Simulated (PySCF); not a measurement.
PySCF job for Sn(OH)3(NH2) (H₅NO₃Sn), SMILES [NH2][Sn]([OH])([OH])[OH], PBE-D3(BJ)/def2-SVP. The structure is a stationary point at PBE-D3(BJ)/def2-SVP. The structure was generated by enumeration; whether it is a known compound was not checked. The def2 effective core potentials stand for the cores of Sn; spin–orbit coupling is left out. The values are those of a single conformer.

```python
import numpy as np
from pyscf import gto, scf, dft, df
from pyscf.hessian import thermo

mol = gto.M(
    atom='''
    N     1.70829780   -0.85848759   -0.76573187
    Sn    0.00967517    0.00511776   -0.00662454
    O     0.27768914    1.71128961    1.01214587
    O    -1.14536450    0.27382595   -1.62012816
    O    -0.87807565   -1.15115694    1.37193866
    H     1.73206095   -0.67465429   -1.78009842
    H     2.53124346   -0.38411345   -0.36606601
    H    -0.04447222    1.55427190    1.92304417
    H    -1.99381262    0.67235596   -1.34382256
    H    -0.70085478   -2.08600430    1.14664232
    ''',
    basis='def2-SVP',
    ecp={'Sn': 'def2-svp'},
    charge=0,
    spin=0,
    max_memory=1600,
    verbose=3,
)
mf = dft.RKS(mol, xc='pbe').density_fit(auxbasis='def2-universal-jkfit')
mf.disp = 'd3bj'
mf.grids.level = 3
mf.conv_tol = 1e-11
mf.max_cycle = 100
mf.kernel()

# [left out here: the lines that compute and print the analytic Hessian (its translational invariance restored by hand, since the grid's response is missing), thermochemistry and intensities]
```

It prints:

```
converged SCF energy = -497.248757597794

WARN: DFTD3 does not support analytical Hessian, using finite difference


WARN: Mole.unit (angstrom) is changed to Bohr

Mode                                 0                   1                   2
Irrep
Freq [cm^-1]                       53.1364            103.8106            138.1717
Reduced mass [au]                   1.6810              2.2510              2.7028
Force const [Dyne/A]                0.0028              0.0143              0.0304
Char temp [K]                      76.4514            149.3603            198.7983
Normal mode                   x     y     z       x     y     z       x     y     z
       0   N                 0.05  0.06  0.06   -0.01 -0.09  0.07   -0.08 -0.07 -0.09
       1  Sn                -0.01  0.00 -0.00   -0.00  0.00 -0.00    0.01  0.02  0.01
       2   O                 0.10 -0.02  0.01   -0.06  0.04 -0.05   -0.07 -0.01  0.08
       3   O                -0.03 -0.02  0.01    0.01  0.09  0.01    0.07 -0.05 -0.04
       4   O                -0.07 -0.00 -0.05    0.06 -0.07 -0.03   -0.01  0.02  0.00
       5   H                -0.11 -0.27 -0.00   -0.08 -0.30  0.03   -0.21 -0.17 -0.11
       6   H                 0.01  0.34 -0.19   -0.01  0.02 -0.08    0.00 -0.08 -0.25
       7   H                 0.08 -0.01  0.01    0.15 -0.01  0.02   -0.03 -0.11  0.08
       8   H                -0.22 -0.46  0.07    0.02  0.11  0.02   -0.08 -0.36 -0.07
       9   H                 0.21  0.01  0.12    0.49 -0.04  0.16    0.10  0.03  0.07
Mode                                 3                   4                   5
Irrep
Freq [cm^-1]                      153.1804            159.4017            170.4589
Reduced mass [au]                   5.4174              2.1941              6.8547
Force const [Dyne/A]                0.0749              0.0328              0.1173
Char temp [K]                     220.3925            229.3436            245.2524
Normal mode                   x     y     z       x     y     z       x     y     z
       0   N                -0.04  0.03 -0.08    0.03  0.07 -0.06    0.02 -0.04 -0.01
       1  Sn                -0.00 -0.00  0.04    0.00 -0.03  0.01    0.04 -0.00  0.00
       2   O                 0.05  0.07 -0.10   -0.05  0.00 -0.04   -0.09  0.04 -0.03
       3   O                 0.06 -0.01 -0.01    0.05  0.07 -0.01   -0.09  0.01  0.10
       4   O                -0.04 -0.09 -0.06   -0.05  0.06  0.05   -0.10  0.01 -0.07
       5   H                -0.08  0.16 -0.05   -0.21 -0.14 -0.10    0.01 -0.04 -0.01
       6   H                -0.01 -0.05 -0.05    0.00  0.35 -0.33    0.04 -0.06 -0.03
       7   H                -0.00  0.24 -0.10    0.07 -0.02  0.01   -0.08  0.03 -0.03
       8   H                 0.01 -0.08 -0.07    0.13  0.26 -0.04   -0.08 -0.06  0.22
       9   H                 0.02 -0.07 -0.13   -0.05  0.04  0.15   -0.14  0.01 -0.07
Mode                                 6                   7                   8
Irrep
Freq [cm^-1]                      191.9150            224.5652            254.4008
Reduced mass [au]                   1.6357              1.1163              1.1866
Force const [Dyne/A]                0.0355              0.0332              0.0452
Char temp [K]                     276.1229            323.0993            366.0260
Normal mode                   x     y     z       x     y     z       x     y     z
       0   N                 0.01  0.01 -0.02   -0.01  0.01 -0.04   -0.01 -0.02  0.03
       1  Sn                -0.00 -0.02 -0.00    0.00 -0.01 -0.00    0.00 -0.00 -0.00
       2   O                -0.03  0.01 -0.04    0.02 -0.02  0.03    0.01 -0.01 -0.00
       3   O                 0.03  0.12 -0.00   -0.01 -0.00  0.01    0.00  0.06 -0.01
       4   O                 0.01  0.03  0.05   -0.04  0.03 -0.01    0.06 -0.02  0.03
       5   H                 0.15  0.26  0.03    0.06  0.16 -0.01   -0.12 -0.27 -0.01
       6   H                 0.00 -0.17  0.21    0.00 -0.12  0.09    0.00  0.13 -0.16
       7   H                 0.06 -0.00 -0.01   -0.56  0.15 -0.15   -0.66  0.24 -0.20
       8   H                -0.25 -0.57  0.12    0.06  0.15 -0.01   -0.07 -0.13  0.02
       9   H                 0.03  0.02  0.11    0.53  0.04  0.40   -0.30 -0.03 -0.24
Mode                                 9                  10                  11
Irrep
Freq [cm^-1]                      532.6887            584.7674            597.1543
Reduced mass [au]                   6.6504              9.5548             14.0024
Force const [Dyne/A]                1.1118              1.9250              2.9419
Char temp [K]                     766.4204            841.3501            859.1720
Normal mode                   x     y     z       x     y     z       x     y     z
       0   N                -0.17  0.13  0.07   -0.05  0.05  0.02   -0.03  0.01  0.01
       1  Sn                 0.01 -0.01 -0.01    0.02 -0.01 -0.01   -0.00 -0.03  0.01
       2   O                -0.01 -0.06 -0.04    0.01  0.09  0.05    0.02  0.13  0.08
       3   O                 0.04 -0.01  0.05   -0.07  0.02 -0.10   -0.03  0.01 -0.05
       4   O                 0.02  0.03 -0.03   -0.07 -0.09  0.10    0.07  0.09 -0.11
       5   H                -0.07 -0.19  0.03    0.00 -0.13 -0.00   -0.04  0.01  0.01
       6   H                -0.02 -0.18  0.08    0.03 -0.13  0.03   -0.03  0.02  0.01
       7   H                 0.03 -0.04 -0.02    0.03  0.02  0.05    0.01  0.07  0.07
       8   H                 0.04  0.01  0.03   -0.04  0.03 -0.01   -0.03  0.00 -0.01
       9   H                 0.01  0.02 -0.02   -0.02 -0.07  0.04    0.01  0.07 -0.03
Mode                                12                  13                  14
Irrep
Freq [cm^-1]                      605.0617            668.8195            832.4468
Reduced mass [au]                  14.0066              1.2548              1.0772
Force const [Dyne/A]                3.0212              0.3307              0.4398
Char temp [K]                     870.5491            962.2823           1197.7055
Normal mode                   x     y     z       x     y     z       x     y     z
       0   N                -0.00 -0.01  0.00   -0.08 -0.05  0.05    0.02  0.00  0.03
       1  Sn                 0.01  0.01  0.03    0.02 -0.00 -0.01   -0.01  0.00 -0.01
       2   O                -0.02 -0.11 -0.06   -0.00  0.01  0.00    0.00 -0.01  0.01
       3   O                -0.10  0.02 -0.14    0.00 -0.00  0.01    0.02 -0.01 -0.04
       4   O                 0.02  0.03 -0.04   -0.01 -0.02  0.01   -0.00  0.00  0.01
       5   H                -0.03  0.07  0.02   -0.28  0.53  0.13   -0.34  0.22  0.06
       6   H                -0.01  0.01  0.01   -0.37  0.52  0.04    0.23 -0.18 -0.19
       7   H                 0.03 -0.03 -0.04   -0.02 -0.04 -0.01    0.03  0.12  0.03
       8   H                -0.08  0.02 -0.04   -0.01 -0.02 -0.02    0.26 -0.01  0.73
       9   H                 0.03  0.02  0.00    0.01 -0.01 -0.00    0.09  0.05 -0.12
Mode                                15                  16                  17
Irrep
Freq [cm^-1]                      845.9169            869.4769            884.2002
Reduced mass [au]                   1.0759              1.0917              1.1106
Force const [Dyne/A]                0.4536              0.4863              0.5116
Char temp [K]                    1217.0861           1250.9837           1272.1672
Normal mode                   x     y     z       x     y     z       x     y     z
       0   N                 0.00 -0.00  0.02   -0.02 -0.01 -0.03   -0.03 -0.01 -0.04
       1  Sn                 0.00  0.01 -0.00    0.00 -0.00 -0.00   -0.00  0.00  0.01
       2   O                -0.01 -0.01  0.01   -0.02 -0.04  0.03    0.01  0.02 -0.02
       3   O                -0.00 -0.00  0.00    0.01 -0.01 -0.01    0.02 -0.01 -0.03
       4   O                 0.03 -0.03 -0.04   -0.01  0.01  0.01    0.01 -0.01 -0.02
       5   H                -0.12  0.08  0.03    0.29 -0.17 -0.05    0.35 -0.21 -0.07
       6   H                 0.09 -0.08 -0.08   -0.24  0.21  0.17   -0.27  0.23  0.19
       7   H                 0.09  0.33  0.09    0.18  0.72  0.21   -0.11 -0.38 -0.12
       8   H                -0.01 -0.00 -0.03    0.06 -0.00  0.16    0.18 -0.01  0.50
       9   H                -0.43 -0.28  0.70    0.11  0.06 -0.13   -0.16 -0.11  0.25
Mode                                18                  19                  20
Irrep
Freq [cm^-1]                     1487.5784           3397.2154           3497.6134
Reduced mass [au]                   1.0886              1.0501              1.0923
Force const [Dyne/A]                1.4193              7.1407              7.8730
Char temp [K]                    2140.2941           4887.8365           5032.2870
Normal mode                   x     y     z       x     y     z       x     y     z
       0   N                -0.06 -0.02  0.04   -0.04 -0.03  0.03   -0.04 -0.01 -0.07
       1  Sn                 0.00 -0.00  0.00    0.00 -0.00 -0.00   -0.00 -0.00 -0.00
       2   O                 0.00  0.00  0.00    0.00 -0.00 -0.00   -0.00  0.00  0.00
       3   O                 0.00  0.00 -0.00    0.00 -0.00  0.00    0.00 -0.00  0.00
       4   O                -0.00  0.00  0.00    0.00  0.00 -0.00   -0.00 -0.00  0.00
       5   H                 0.63  0.24  0.07   -0.00  0.09 -0.70   -0.02 -0.11  0.64
       6   H                 0.23  0.10 -0.63    0.53  0.28  0.29    0.56  0.32  0.27
       7   H                -0.00 -0.00 -0.00    0.00 -0.00 -0.00    0.00  0.00 -0.00
       8   H                -0.00  0.00 -0.00    0.00  0.00  0.00   -0.00  0.00  0.00
       9   H                 0.01  0.00 -0.01    0.00  0.00 -0.00   -0.00  0.00  0.00
Mode                                21                  22                  23
Irrep
Freq [cm^-1]                     3685.9962           3700.3502           3708.3925
Reduced mass [au]                   1.0666              1.0667              1.0668
Force const [Dyne/A]                8.5382              8.6056              8.6441
Char temp [K]                    5303.3278           5323.9800           5335.5511
Normal mode                   x     y     z       x     y     z       x     y     z
       0   N                -0.00  0.00  0.00    0.00  0.00 -0.00   -0.00  0.00  0.00
       1  Sn                 0.00  0.00 -0.00    0.00 -0.00 -0.00    0.00 -0.00 -0.00
       2   O                 0.02  0.01 -0.06   -0.00  0.00  0.00    0.00  0.00 -0.00
       3   O                -0.00  0.00  0.00    0.01 -0.00 -0.00    0.05 -0.02 -0.02
       4   O                 0.00 -0.00 -0.00    0.01 -0.06 -0.01   -0.00  0.01  0.00
       5   H                -0.00  0.00 -0.00    0.00  0.00 -0.00   -0.00  0.00 -0.00
       6   H                 0.00  0.00  0.00   -0.00 -0.00 -0.00   -0.00 -0.00  0.00
       7   H                -0.31 -0.14  0.90    0.01  0.00 -0.02   -0.01 -0.00  0.03
       8   H                 0.02 -0.01 -0.01   -0.08  0.04  0.02   -0.84  0.39  0.26
       9   H                -0.00  0.02  0.00   -0.16  0.92  0.21    0.02 -0.09 -0.02
temperature 298.1500 [K]
pressure 101325.00 [Pa]
Rotational constants [GHz] 2.91486 2.59432 2.53426
Symmetry number 1
Zero-point energy (ZPE) 0.06230 [Eh]   163569.703 [J/mol]
                           tot       elec      trans        rot        vib
Entropy [J/mol/K]       402.143      0.000    173.903    113.886    114.354
Cv [J/mol/K]            127.154      0.000     12.472     12.472    102.211
Cp [J/mol/K]            135.468      0.000     20.786     12.472    102.211
Internal energy [J/mol]                      3718.434   3718.434 181273.903
Internal energy [Eh]   -497.17688  -497.24876
Enthalpy [J/mol]                             6197.391   3718.434 181273.903
Enthalpy [Eh]          -497.17594
Gibbs free energy [J/mol]                  -45651.851 -30236.577 147179.231
Gibbs free energy [Eh] -497.22160
mode   freq/cm-1   IR/(km/mol)
   1       53.14        17.149
   2      103.81        27.152
   3      138.17         9.126
   4      153.18        22.832
   5      159.40         1.949
   6      170.46        26.854
   7      191.91        89.910
   8      224.57        18.530
   9      254.40       150.066
  10      532.69        41.479
  11      584.77        69.605
  12      597.15        71.737
  13      605.06        94.092
  14      668.82        63.788
  15      832.45        21.556
  16      845.92        45.596
  17      869.48        74.171
  18      884.20        84.005
  19     1487.58        11.081
  20     3397.22        13.704
  21     3497.61        14.188
  22     3686.00        50.806
  23     3700.35        51.601
  24     3708.39        49.922
max |gradient| / (hartree/bohr): 0.00010216513175619816
APT charges: [-0.6033  1.8023 -0.709  -0.7247 -0.714   0.128   0.1328  0.2221  0.2366
  0.2292]
```

Self-consistency was reached.
